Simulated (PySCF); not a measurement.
**Identify the compound**

An unknown has the formula C₇H₈. Its calculated NMR data are:

1H NMR (500 MHz, computed): δ 7.56 (m, 2H), 7.49 (m, 2H), 7.43 (m, 1H), 2.51 (s, 3H).

13C{1H} NMR (computed): δ 143.4, 134.3, 134.0, 130.7, 24.3.

[PySCF 2.14: GFN2-xTB geometry; GIAO PBE0/pcSseg-1 shieldings; non-relativistic; equivalent nuclei averaged; in vacuum; one computed conformer]

Scale: TMS for 1H and 13C (reference shieldings calculated alike).

Task: Propose a structure and justify it.

Result: 
The formula gives 4 degrees of unsaturation (1 ring in the answer). 5 carbon signals for 7 carbons: some carbons are equivalent by symmetry or fast rotation. Carbon types of the structure: 1 × C, 5 × CH, 1 × CH3, which accounts for all hydrogens. δC 143.4: substituted aromatic carbon. δC 134.3, 134.0, 130.7: aromatic CH; the aromatic region. δC 24.3: methyl carbon on an aromatic ring; saturated and bonded to C and H only. δH 7.56, 7.49, 7.43: hydrogen on an aromatic CH; it sits in the deshielding region of the aromatic ring current. δH 2.51: hydrogen on a methyl carbon on an aromatic ring; benzylic-type position, deshielded by the ring.

These data were computed for SMILES Cc1ccccc1.

The data come from this structure; uniqueness wasn't tested.

Shifts are as computed. Against solution values, carbons near 30 ppm lie about +3 ppm off and those near 130 ppm about +5 ppm. Of 246 compounds with measured shifts, 49 miss one by over three times the rms of a fit or turn the order of signals round; such compounds aren't used in these exercises. No couplings were computed; multiplicities are counted from neighbouring protons, with m where these are inequivalent, close in shift, in a saturated or five-membered ring or joined by F or P, and br s for small geminal =CH2 splittings.
